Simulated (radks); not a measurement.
Problem. The mean radii <r> (bohr) of the occupied orbitals of an atom or ion are listed with their occupations. Calculated with a radial shooting solver on a logarithmic mesh with Libxc functionals: non-relativistic Kohn-Sham, TPSS, spin-unpolarised, spherical densities, point nucleus; meta-GGA in the generalised Kohn-Sham scheme.

| orbital | occ. | <r> |
|---|---|---|
| 1s | 2 | 0.02262 |
| 2s | 2 | 0.09608 |
| 2p | 6 | 0.08144 |
| 3s | 2 | 0.2465 |
| 3p | 6 | 0.2365 |
| 3d | 10 | 0.2091 |
| 4s | 2 | 0.5536 |
| 4p | 6 | 0.5650 |
| 4d | 10 | 0.5927 |
| 5s | 2 | 1.310 |
| 5p | 6 | 1.437 |
| 4f | 9 | 0.7190 |

Name the element and its charge.

Solution. Z = 67, holmium, charge +4: Ho4+ in [Xe] 4f9. The 1s radius gives Z: for a bare nucleus <r> = 1.5/Z, 0.02239 bohr for Z = 67, and screening makes it slightly larger (0.02262 here). The occupations add up to 63, and the charge is Z minus that.
